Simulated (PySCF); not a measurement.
# KSr and its ions

ROHF-CCSD(T); basis K def2-SVP, Sr def2-SVP with ECP28; scalar-relativistic core potentials; PySCF 2.14. Neutral (ROHF): doublet (σ ↑), Re = 4.706 Å, ωe = 39.2 cm⁻¹, De = 0.13 eV.

KSr⁺ (RHF): singlet (closed shell), Re = 4.353 Å, ωe = 70.2 cm⁻¹, De = 0.54 eV to K⁺ + Sr. The energies at the minima are -629.56207 hartree for KSr and -629.42575 for KSr⁺.

Q: Work out the adiabatic ionisation energy, without and with harmonic zero-point energies (1 hartree = 27.2114 eV, 1 eV = 8065.5 cm⁻¹), and the change of the bond length.

A: At CCSD(T): 0.13632 hartree = 3.709 eV between the minima; the zero-point term (70.2 − 39.2)/2 cm⁻¹ = +0.002 eV makes it 3.711 eV. Re changes by -35.3 pm against the neutral. The electron leaves a σ orbital, and the shorter bond of the ion fits an antibonding orbital, or a change in how ionic the bond is.

Correlated steps freeze 5 core orbitals. Weak bonds: KSr. Basis-set superposition, not corrected here, can be much of De in a small basis, most of all at correlated wavefunction levels. For an ion De counts to the pair picked by the measured ionisation energies or electron affinities, which need not be the lowest pair at this level. States were picked by a PBE0 search and need not be the measured ground states.
